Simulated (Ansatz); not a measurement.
Be₂Te⁺ (the lowest doublet isomer of a short search), 3 atoms. Hardware: 4 threads of Arm Neoverse V2 on a shared host.

In the def2 sets Te takes a core potential; there is no spin–orbit coupling. Correlated methods freeze 4 core orbitals; core or outer-core shells of Te are correlated, in sets that lack core-valence functions.

(1) How many basis functions does each of these Ansatz runs have, and roughly what does it cost? B2PLYP/def2-TZVP, charge 1 doublet, energy, from earlier orbitals; LC-ωPBE (ω = 0.20 bohr⁻¹)/def2-TZVP, charge 0 singlet at the geometry of the charge 1 doublet, energy, from earlier orbitals; PBE-D4/def2-TZVP, charge 0 singlet at the geometry of the charge 1 doublet, energy, from earlier orbitals; r2SCAN-D4/def2-TZVP, charge 0 singlet at the geometry of the charge 1 doublet, energy, from earlier orbitals; PBE-D4/def2-TZVP, charge 1 doublet, frequencies; BLYP-D4/def2-TZVP, charge 1 quartet, energy, from earlier orbitals; BHLYP-D4/def2-TZVP, charge 1 quartet, energy, from earlier orbitals; B2PLYP/def2-TZVP, charge 1 quartet, energy, from earlier orbitals; LC-ωPBE (ω = 0.30 bohr⁻¹)/def2-TZVP, charge 1 doublet, energy, from earlier orbitals; LC-ωPBE (ω = 0.20 bohr⁻¹)/def2-TZVP, charge 1 quartet, energy, from earlier orbitals; RPA@PBE/def2-TZVP, charge 1 quartet, energy, from earlier orbitals; LC-ωPBE (ω = 0.30 bohr⁻¹)/def2-TZVP, charge 1 quartet, energy, from earlier orbitals.

Answers

(1) Other jobs shared the machine, so times can vary by a factor of up to 3. A dash marks memory too small to be measured apart from the calling script's.

```json
{"run": "PBE-D4/def2-TZVP, charge 0 singlet at the geometry of the charge 1 doublet, energy, from earlier orbitals", "functions": "88", "fitting or Cholesky vectors": "668", "wall time": "0.5 s", "peak host memory (GiB)": "–"}
{"run": "LC-ωPBE (ω = 0.20 bohr⁻¹)/def2-TZVP, charge 0 singlet at the geometry of the charge 1 doublet, energy, from earlier orbitals", "functions": "88", "fitting or Cholesky vectors": "668", "wall time": "0.65 s", "peak host memory (GiB)": "–"}
{"run": "BLYP-D4/def2-TZVP, charge 1 quartet, energy, from earlier orbitals", "functions": "88", "fitting or Cholesky vectors": "668", "wall time": "1 s", "peak host memory (GiB)": "–"}
{"run": "BHLYP-D4/def2-TZVP, charge 1 quartet, energy, from earlier orbitals", "functions": "88", "fitting or Cholesky vectors": "787", "wall time": "1.1 s", "peak host memory (GiB)": "–"}
{"run": "r2SCAN-D4/def2-TZVP, charge 0 singlet at the geometry of the charge 1 doublet, energy, from earlier orbitals", "functions": "88", "fitting or Cholesky vectors": "668", "wall time": "1.2 s", "peak host memory (GiB)": "–"}
{"run": "LC-ωPBE (ω = 0.30 bohr⁻¹)/def2-TZVP, charge 1 quartet, energy, from earlier orbitals", "functions": "88", "fitting or Cholesky vectors": "668", "wall time": "1.2 s", "peak host memory (GiB)": "–"}
{"run": "LC-ωPBE (ω = 0.30 bohr⁻¹)/def2-TZVP, charge 1 doublet, energy, from earlier orbitals", "functions": "88", "fitting or Cholesky vectors": "668", "wall time": "1.2 s", "peak host memory (GiB)": "–"}
{"run": "LC-ωPBE (ω = 0.20 bohr⁻¹)/def2-TZVP, charge 1 quartet, energy, from earlier orbitals", "functions": "88", "fitting or Cholesky vectors": "668", "wall time": "1.4 s", "peak host memory (GiB)": "–"}
{"run": "RPA@PBE/def2-TZVP, charge 1 quartet, energy, from earlier orbitals", "functions": "88", "fitting or Cholesky vectors": "794", "wall time": "1.4 s", "peak host memory (GiB)": "–"}
{"run": "B2PLYP/def2-TZVP, charge 1 doublet, energy, from earlier orbitals", "functions": "88", "fitting or Cholesky vectors": "794", "wall time": "1.4 s", "peak host memory (GiB)": "–"}
{"run": "B2PLYP/def2-TZVP, charge 1 quartet, energy, from earlier orbitals", "functions": "88", "fitting or Cholesky vectors": "794", "wall time": "1.5 s", "peak host memory (GiB)": "–"}
{"run": "PBE-D4/def2-TZVP, charge 1 doublet, frequencies", "functions": "88", "fitting or Cholesky vectors": "668", "wall time": "4.2 s", "peak host memory (GiB)": "–"}
```
